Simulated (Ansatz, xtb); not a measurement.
# Two isomers of C5H3F2P

Structure I is `FC1=CP=CC(F)=C1`, a singlet and structure II is `FC1=CC=CC(F)=P1`, a singlet. Both are isolated molecules in the gas phase, relaxed with PBE-D3(BJ)/def2-SVP.

Task: Which of the two would you expect CCSD(T)/def2-SVP + ΔMP2/def2-TZVPP electronic energies to favour?

Result: Structure I; the calculation gives E(II) − E(I) = +7.3 kcal/mol.

How the difference moves with the method:

| level | geometry | E(II) − E(I) (kcal/mol) | departure from the last row (kcal/mol) | job, with rough time for the two |
| --- | --- | --- | --- | --- |
| GFN2-xTB | GFN2-xTB | +4.5 | −2.8 | optimisation, 0.14 s |
| HF/STO-3G | GFN2-xTB | +1.9 | −5.4 | single point, 0.58 s |
| r2SCAN-D4/def2-SVP | GFN2-xTB | +7.5 | +0.1 | single point, 4.5 s |
| PBE-D3(BJ)/def2-SVP | PBE-D3(BJ)/def2-SVP | +6.7 | −0.7 | optimisation, 15 s |
| HF/def2-SVP | PBE-D3(BJ)/def2-SVP | +9.1 | +1.7 | part of the CCSD(T) run |
| MP2/def2-SVP | PBE-D3(BJ)/def2-SVP | +7.9 | +0.6 | part of the CCSD(T) run |
| CCSD(T)/def2-SVP | PBE-D3(BJ)/def2-SVP | +7.2 | −0.1 | single point |
| CCSD(T)/def2-SVP + ΔMP2/def2-TZVPP | PBE-D3(BJ)/def2-SVP | +7.3 |  | single point, 68 s |

As drawn, both hold the same kinds of bond in the same numbers.

The levels shown agree on the order. The largest departure from CCSD(T)/def2-SVP + ΔMP2/def2-TZVPP is that of HF/STO-3G, 5.4 kcal/mol. The last row adds to CCSD(T) the change of the MP2 difference between the two basis sets, here +0.1 kcal/mol.

With thermal terms from frequencies at re-optimised GFN2-xTB minima (ideal gas, soft modes damped towards free rotors, one conformer each, 298.15 K, 1 atm): on the last row, ΔE + ΔZPE = +7.5, ΔH = +7.5, ΔG = +7.4 kcal/mol.

The correlated steps freeze 12 core orbitals. Codes used: Ansatz 0.2.0, xtb 6.7.1; the last row on 2 threads of Intel(R) Xeon(R) 6975P-C (Granite Rapids) on a shared host.
